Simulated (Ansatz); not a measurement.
**Ligand exchange: AlHBr2 + SiH2(CH3)Br → AlH2Br + SiH(CH3)Br2**

Species: AlHBr2 `[Br][AlH][Br]`, singlet; SiH2(CH3)Br, singlet; AlH2Br `[AlH2][Br]`, singlet; SiH(CH3)Br2, singlet. The partners trade Br for H: Al–Br and Si–H bonds give way to Al–H and Si–Br.

Shapes, held fixed at every level: PBE0-D4/def2-TZVP. Programs: Ansatz 0.2.0. The zero-point and thermal change to 298 K, harmonic and unscaled (PBE0-D4/def2-TZVP), is -3.6 kJ/mol.

| level | kind | ΔH(298 K) (kJ/mol) | less CCSD(T)/def2-TZVPP |
| --- | --- | --- | --- |
| HF/def2-TZVPP | Hartree–Fock | +71.7 | +7.3 |
| PBE-D4/def2-TZVPP | GGA | +58.0 | -6.4 |
| r2SCAN-D4/def2-TZVPP | meta-GGA | +63.6 | -0.8 |
| r2SCAN0-D4/def2-TZVPP | global hybrid | +64.4 | 0.0 |
| B2PLYP/def2-TZVPP | double hybrid | +64.9 | +0.5 |
| CCSD/def2-SVP | coupled cluster or CI | +72.4 | +8.0 |
| CCSD/def2-TZVPP | coupled cluster or CI | +65.6 | +1.2 |
| CCSD(T)/def2-TZVPP | coupled cluster or CI | +64.4 | 0.0 |

The highest level, CCSD(T)/def2-TZVPP, gives ΔH(298 K) = +64.4 kJ/mol; the levels span +58.0 to +72.4. The column of differences is taken from that level and isn't an error. No measured value is set beside it here. Relativity is left out for Br. Outer-core shells of Br are correlated in most correlated rows, in sets that cover them unevenly.
